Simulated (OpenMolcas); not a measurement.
## Nb3+ in a ligand field

Nb3+ with 6 ligands (fluoride) in tetragonal octahedral coordination (D4h) at 2.03 Å, the axial distance 2.111 Å. A charge of +0.5 e stands 2.4 Å behind each ligand. Ligand basis ANO-RCC-VDZP.
```
Nb    0.0000    0.0000    0.0000
F     2.0300    0.0000    0.0000
F     0.0000    2.0300    0.0000
F    -2.0300    0.0000    0.0000
F     0.0000   -2.0300    0.0000
F     0.0000    0.0000    2.1112
F     0.0000    0.0000   -2.1112
```

```
Program             : OpenMolcas
Method              : SS-CASPT2, IPEA 0.25 Eh, imaginary shift 0.1 Eh (closed shells correlated: 4s 4p and the ligand valence shells)
Basis               : ANO-RCC-VDZP [6s5p3d1f]
Scalar Hamiltonian  : DKH2, point nucleus
Active space        : 2 electrons in 5 orbitals (4d)
State averaging     : 2S+1 = 3 even, 10 roots; 2S+1 = 1 even, 15 roots
Spin-orbit coupling : RASSI with atomic mean-field integrals over the reference wave functions
```

The lowest spin-free states (labels of D4, the rotations of D4h), above the lowest:

| State | Degeneracy | E (cm-1) |
| --- | --- | --- |
| 2S+1 = 3 | 1 | 0 |
| 3E | 2 | 1020 |
| 2S+1 = 1 | 1 | 7260 |
| 2S+1 = 1 | 1 | 7290 |
| 2S+1 = 1 | 1 | 8430 |
| 1E | 2 | 8440 |
| 2S+1 = 1 | 1 | 16010 |
| 1E | 2 | 22210 |
| 2S+1 = 3 | 1 | 22760 |
| 2S+1 = 1 | 1 | 23090 |
| 3E | 2 | 24190 |
| 3E | 2 | 29890 |
| 2S+1 = 3 | 1 | 34120 |
| 1E | 2 | 34560 |
| 2S+1 = 1 | 1 | 37440 |
| 2S+1 = 1 | 1 | 45240 |
| 2S+1 = 1 | 1 | 49120 |
| 2S+1 = 3 | 1 | 49350 |
| 2S+1 = 1 | 1 | 65680 |

The lowest levels with spin-orbit coupling:

| E (cm-1) | Degeneracy | 2S+1 | g |
| --- | --- | --- | --- |
| 0 | 1 | 3 |  |
| 86 | 2 | 3 | 0.00 0.00 3.39 |
| 820 | 1 | 3 |  |
| 860 | 1 | 3 |  |
| 1370 | 2 | 3 | 0.00 0.00 1.55 |
| 1610 | 1 | 3 |  |
| 1760 | 1 | 3 |  |
| 7520 | 1 | 1 |  |
| 7520 | 1 | 1 |  |
| 8670 | 2 | 1 | 0.00 0.00 1.38 |
| 8690 | 1 | 1 |  |
| 16250 | 1 | 1 |  |
| 22380 | 2 | 1 (90 %) | 0.00 0.00 1.26 |
| 22980 | 1 | 3 |  |
| 23070 | 2 | 3 | 0.00 0.00 3.22 |
| 23300 | 1 | 1 |  |
| 24450 | 1 | 3 |  |
| 24450 | 1 | 3 |  |
| 24460 | 1 | 3 |  |
| 24480 | 1 | 3 |  |

Powder χT (cm3 K/mol): 0.0136 at 2 K, 0.068 at 10 K, 0.323 at 50 K, 0.461 at 100 K, 0.555 at 200 K, 0.611 at 300 K. The effective moment at 300 K is 2.828 √(χT) = 2.21 μB.

The lowest level has 2S+1 = 3, for which the spin-only value is χT = S(S+1) / 2 = 1.000 cm3 K/mol (g = 2). The computed 0.611 at 300 K differs by -0.389, through orbital momentum, spin-orbit coupling and any other state in reach.

Over all roots computed the reference weight is 0.65 to 0.72; the roots of lowest weight are the least certain, and an intruder state may touch them. The least metal-like active orbital is 82 % on the metal (Löwdin) and no ligand orbital is active, so the numbers are rough. Ligand-to-metal charge-transfer states are missing. With no ligand orbital active B as a rule stays too high, so bands that hang on it stand too high and its fall with covalency is understated. With one d shell and no ligand orbital active, 10Dq can be off by a tenth or more. No measured value stands beside these numbers; the geometry was imposed, not optimised, and the real ion may take another.

The CASPT2 steps took 49 s on 1 thread of Arm Neoverse V1, with other jobs on the host; the integral step is not counted.

A state without a sure symmetry label is named by its multiplicity alone. With an even number of electrons the g values are those of a degenerate or nearly degenerate non-Kramers pair.
